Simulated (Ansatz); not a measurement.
Reactions of ClFH4OSSi2, SMILES `O[SiH](F)S[SiH2]Cl`.

Computed with Ansatz on PBE0-D4/def2-TZVP structures; ΔE is electronic, products minus reactants. CCSD(T)/CBS adds triple-zeta CCSD(T) − MP2 to the extrapolated MP2 energy (def2 sets, frozen cores). This one scheme is used for every species. DFT in def2-TZVPP. B3LYP here is the variant with VWN-RPA as its local correlation; programs differ in this. def2 core potentials past Kr. For Ge, In, Te outer-core shells are correlated without core-valence functions, which leaves a few kJ/mol of doubt a bond. Scalar relativity is left out up to krypton. One conformer a species, not always the lowest.

```
                                                                                reaction  CCSD/CBS(def2) (kJ/mol)  B3LYP-D4 (kJ/mol)  MP2/CBS(def2) (kJ/mol)  ωB97X-V (kJ/mol)
                                           `O[SiH](F)S[SiH2]Cl` → `O[Si]F` + `S[SiH2]Cl`                      208                199                     229               214
                                 `O[SiH](F)S[SiH2]Cl` + H₂O → `O[SiH](O)S[SiH2]Cl` + H–F                       42                 43                      39                43
`O[SiH](F)S[SiH2]Cl` + `[CH3][In]([F])[F]` → `F[SiH](F)S[SiH2]Cl` + `[CH3][In]([OH])[F]`                        1                  7                      -1                 7
                                    `O[SiH](F)S[SiH2]Cl` + H₂ → `F[SiH2]S[SiH2]Cl` + H₂O                       91                 98                      99                95
            `O[SiH](F)S[SiH2]Cl` + `C[SiH](N)O` → `C[Si@H](O)N[Si@@H](O)F` + `S[SiH2]Cl`                      -22                -20                     -15               -20
           `O[SiH](F)S[SiH2]Cl` + `C[Te][GeH3]` → `C[Te][SiH](O)F` + `Cl[SiH2][S][GeH3]`                       35                 38                      34                36
                     `O[SiH](F)S[SiH2]Cl` + `CC(N)=O` → `CC(=O)N[SiH2]Cl` + `O[SiH](F)S`                        0                  7                       6                 3
                             `O[SiH](F)S[SiH2]Cl` + `C=N` → `C=N[SiH](O)F` + `S[SiH2]Cl`                       16                 17                      21                17
    `O[SiH](F)S[SiH2]Cl` + `[CH3][AlH][SiH3]` → `O[SiH2]S[SiH2]Cl` + `[CH3][AlH][SiH2]F`                       35                 35                      34                36
                                `O[SiH](F)S[SiH2]Cl` + HCl → `F[SiH](Cl)S[SiH2]Cl` + H₂O                       16                 16                       9                17
```

Task: Give the CCSD(T)/CBS values in the same order. (An estimate is asked.)

Result: Computed: 210, 41, 0, 94, -20, 34, 1, 19, 36, 14 kJ/mol.

Largest T1 diagnostic: 0.016, for `[CH3][In]([OH])[F]`.
